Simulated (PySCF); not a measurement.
## The 8-electron isoelectronic series, non-relativistic

Calculated with PySCF 2.14 from differences of total energies of unrestricted determinants, without spin-orbit coupling. Each ion has its own even-tempered basis scaled to its charge (18s11p6d5f5g for the first); frozen: nothing. Ionisation energies in eV, correlation energies of the ion in mhartree.

```csv
ion,configuration,UHF,LDA,PBE,PBE0,r2SCAN,MP2 (all electrons),E_corr MP2,"NIST (with spin-orbit, Breit and QED)"
Ti¹⁴⁺,[He] 2s2 2p4 (3P),938.47,938.99,940.80,940.67,940.97,939.99,-258.5,944.5 ± 1.6 (s)
Cr¹⁶⁺,[He] 2s2 2p4 (3P),1180.1,1180.3,1182.4,1182.3,1182.7,1181.6,-259.8,1188 ± 2.1 (s)
Fe¹⁸⁺,[He] 2s2 2p4 (3P),1448.9,1448.9,1451.3,1451.1,1451.6,1450.4,-262.0,1460 ± 3 (s)
Ni²⁰⁺,[He] 2s2 2p4 (3P),1745.0,1744.6,1747.4,1747.2,1747.8,1746.5,-262.9,1758 ± 4 (s)
Zn²²⁺,[He] 2s2 2p4 (3P),2068.2,2067.6,2070.7,2070.5,2071.1,2069.8,-264.2,2085 ± 5 (s)
Ge²⁴⁺,[He] 2s2 2p4 (3P),2418.7,2417.8,2421.2,2421.0,2421.8,2420.3,-265.2,2439 ± 5 (s)
Se²⁶⁺,[He] 2s2 2p4 (3P),2796.5,2795.2,2798.9,2798.8,2799.6,2798.0,-266.2,2820 ± 6 (s)
Sr³⁰⁺,[He] 2s2 2p4 (3P),3633.6,3631.7,3636.1,3635.9,3636.9,3635.1,-267.3,3664 ± 8 (s)
Zr³²⁺,[He] 2s2 2p4 (3P),4092.9,4090.7,4095.4,4095.3,4096.3,4094.5,-268.1,4127 ± 9 (s)
```

Problem. Interpolate the row of Kr²⁸⁺.

Solution. configuration [He] 2s2 2p4 (3P); UHF 3201.4; LDA 3199.8; PBE 3203.9; PBE0 3203.7; r2SCAN 3204.6; MP2 (all electrons) 3203.0; E_corr MP2 -266.9; NIST (with spin-orbit, Breit and QED) 3228 ± 7 (s).

Each ion has its own basis, which adds noise of up to about 0.1 % along the series.

NIST values marked (s) are semi-empirical, (t) theoretical. Open shells are high-spin determinants of the terms that Hund's rules give; for the heavier ions, far from LS coupling, these are not the ground levels.

All relativistic terms are absent from the calculated values; where these lie close to NIST, scalar and spin-orbit shifts of opposite sign can cancel.
